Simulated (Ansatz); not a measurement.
Al(phosphinine)H3 (C₅H₈AlP), 15 atoms. Hardware: 4 threads of Intel Xeon on a shared host.

Correlated methods freeze 15 core orbitals.

How many basis functions does each of these Ansatz runs have, and roughly what does it cost? LC-ωPBE/def2-TZVP, charge 0 singlet, energy, from earlier orbitals; PBE-D4/def2-TZVP, charge 1 doublet, energy, from earlier orbitals; CCSD(T)/def2-SVP, charge 1 doublet at the geometry of the charge 0 singlet, energy, from earlier orbitals; PBE-D4/def2-TZVP, charge 0 singlet, energy, from earlier orbitals; ωB97M-V/def2-TZVP, charge 0 singlet, energy, from earlier orbitals; B3LYP-D4/def2-TZVP, charge 0 singlet, energy, from earlier orbitals; PBE0-D4/def2-TZVP, charge 1 doublet, energy, from earlier orbitals; PBE-D4/def2-SVP, charge 1 doublet, relaxation, 32 steps; PBE0-D4/def2-TZVP, charge 0 triplet at the geometry of the charge 0 singlet, energy; LC-ωPBE/def2-TZVP, charge 1 doublet at the geometry of the charge 0 singlet, energy, from earlier orbitals; PBE0-D4/def2-SVP, charge 0 singlet, energy, from earlier orbitals; PBE-D4/def2-SVP, charge 0 singlet, relaxation, 15 steps.

Other jobs shared the machine, so times can vary by a factor of up to 3. A dash marks memory too small to be measured apart from the calling script's.

```
                                                                                                       run  functions  fitting or Cholesky vectors  wall time  peak host memory (GiB)
                                         PBE0-D4/def2-SVP, charge 0 singlet, energy, from earlier orbitals        146                         1692      4.7 s                       –
                                         PBE-D4/def2-TZVP, charge 0 singlet, energy, from earlier orbitals        277                         1781      7.5 s                       –
                                        LC-ωPBE/def2-TZVP, charge 0 singlet, energy, from earlier orbitals        277                         1781       11 s                    0.69
                                       B3LYP-D4/def2-TZVP, charge 0 singlet, energy, from earlier orbitals        277                         1793       12 s                    0.93
                                         PBE-D4/def2-TZVP, charge 1 doublet, energy, from earlier orbitals        277                         1781       12 s                    0.55
                                        ωB97M-V/def2-TZVP, charge 0 singlet, energy, from earlier orbitals        277                         1781       27 s                     1.2
                                        PBE0-D4/def2-TZVP, charge 1 doublet, energy, from earlier orbitals        277                         1813       27 s                     1.3
LC-ωPBE/def2-TZVP, charge 1 doublet at the geometry of the charge 0 singlet, energy, from earlier orbitals        277                         1781       46 s                     1.5
                                                   PBE-D4/def2-SVP, charge 0 singlet, relaxation, 15 steps        146                         1654       47 s                       –
                       PBE0-D4/def2-TZVP, charge 0 triplet at the geometry of the charge 0 singlet, energy        277                         1813       61 s                     1.8
                                                   PBE-D4/def2-SVP, charge 1 doublet, relaxation, 32 steps        146                         1654    2.7 min                       –
 CCSD(T)/def2-SVP, charge 1 doublet at the geometry of the charge 0 singlet, energy, from earlier orbitals        146                         1464    2.8 min                     2.7
```
